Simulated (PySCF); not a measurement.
[(Z)-prop-1-enyl]silane (C3H8Si), SMILES [SiH3]/C=C\C.

Geometry: r2SCAN-D4/def2-SVP.

Two levels are set side by side: TDDFT-PBE/def2-SVPD (PySCF) and TDDFT-PBE0/def2-SVPD (PySCF). Vertical, same geometry. The lowest singlet is HOMO→LUMO 87 % with PBE and HOMO→LUMO 96 % with the other functional; states are paired by order. Differences are taken from unrounded values.

| quantity | TDDFT-PBE0 |
|---|---|
| lowest singlet excitation (eV) | 6.54 |
| lowest triplet excitation (TDA) (eV) | 3.96 |
| first bright state (f over 0.05) (eV) | 6.54 |
| its oscillator strength | 0.33 |

**Question.** What does TDDFT-PBE give, and how far is it from TDDFT-PBE0? (The exact figures need the calculation; the answer reports its results.)

**Answer.** 
```json
[
 {"quantity": "lowest singlet excitation (eV)", "TDDFT-PBE": "6.19", "TDDFT-PBE minus TDDFT-PBE0": "-0.35"},
 {"quantity": "lowest triplet excitation (TDA) (eV)", "TDDFT-PBE": "4.07", "TDDFT-PBE minus TDDFT-PBE0": "0.10"},
 {"quantity": "first bright state (f over 0.05) (eV)", "TDDFT-PBE": "6.19", "TDDFT-PBE minus TDDFT-PBE0": "-0.35"},
 {"quantity": "its oscillator strength", "TDDFT-PBE": "0.25", "TDDFT-PBE minus TDDFT-PBE0": "-0.08"}
]
```

A lower first singlet is the usual sign of a functional without exact exchange. Differences between two approximate levels are no errors against the true value.

Rough cost on one machine, each run with all the roots and properties that it gave: TDDFT-PBE0 against TDDFT-PBE about 3 times.
